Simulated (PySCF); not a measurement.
Removing an electron from `[BH3-][N+]#CCOC(F)F`

Species: C₃H₆BF₂NO.
Cartesian coordinates in Å at the PBE0-D3(BJ)/def2-SVP level; atoms count from 1:
```xyz
14
C3H6BF2NO angstrom
B      2.9264   -0.2853    0.4194
N      1.4965    0.2155    0.2566
C      0.4183    0.5952    0.1265
C     -0.9395    1.1262   -0.0488
O     -1.9308    0.3417    0.5412
C     -2.3187   -0.7600   -0.1736
F     -1.3304   -1.6688   -0.2067
F     -3.3566   -1.2812    0.4580
H      3.6078    0.7177    0.5858
H      2.9102   -1.0092    1.4052
H      3.1937   -0.8850   -0.6119
H     -0.9786    2.1160    0.4306
H     -1.1115    1.2737   -1.1324
H     -2.5904   -0.5085   -1.2179
```

Level: PBE0/def2-SVPD (PySCF). Frontier orbitals with their largest atomic shares (Löwdin; up to four atoms above 4 %):

```
orbital  ε (eV)                            main atoms
 HOMO−3  -10.89  B1 34 %, H11 14 %, H10 13 %, H9 13 %
 HOMO−2  -10.57       O5 56 %, C4 7 %, C6 7 %, F7 5 %
 HOMO−1   -7.92   B1 38 %, H10 20 %, H9 20 %, N2 10 %
   HOMO   -7.89                                     ?
   LUMO   -1.39     N2 29 %, C3 28 %, C4 14 %, O5 8 %
 LUMO+1   -0.84    N2 31 %, C3 31 %, C4 14 %, H13 6 %
 LUMO+2   -0.18  C4 22 %, C3 19 %, H13 16 %, H12 12 %
```

Q: What vertical ionisation energy does ΔSCF give, and how far is −ε(HOMO) from it?

A: ΔSCF: 10.18 eV (982 kJ/mol; threshold wavelength 122 nm); ⟨S²⟩ of the doublet left behind is 0.758, against 0.75 for a pure doublet. −ε(HOMO) is 7.89 eV, 2.29 eV below it. For the exact functional −ε(HOMO) would equal the first vertical ionisation energy; PBE0 (global hybrid, 25 % exact exchange) falls short of its own ΔSCF value by 22 %.

Q: On which atoms does the HOMO lie?

A: B1 (four-coordinate boron) 38 %, H11 (B–H hydrogen) 26 %, N2 (nitrogen bonded to B and C) 10 %, H9 (B–H hydrogen) 9 %, so no atom holds as much as 40 %. The HOMO−1 lies 0.03 eV lower.

Q: And the vertical electron affinity, the fundamental gap, Mulliken's electronegativity and the hardness (with the factor ½)?

A: EA = -0.39 eV by ΔSCF (−ε(LUMO) = 1.39 eV); a negative value means that the added electron isn't bound at this geometry and level, and the number then depends on the basis. IE − EA = 10.57 eV against an orbital gap of 6.50 eV; (IE + EA)/2 = 4.89 eV; (IE − EA)/2 = 5.29 eV. Parr's electrophilicity index (IE + EA)²/[8(IE − EA)] is 1.13 eV.

Q: What total energies stand behind the ΔSCF value?

A: E(N) = -471.55980 Eh and E(N − 1) = -471.18580 Eh at the same geometry, 0.37400 Eh apart. With one more electron, E(N + 1) = -471.54554 Eh.

Q: Shift the occupied levels rigidly so that −ε(HOMO) equals the ΔSCF value. What binding energies result?

A: The shift is +2.29 eV: HOMO 10.18, HOMO−1 10.21, HOMO−2 12.86, HOMO−3 13.18 eV. A rigid shift is only a rough guide to the deeper ionisations.

Isolated species at its PBE0-D3(BJ)/def2-SVP geometry (one conformer only).
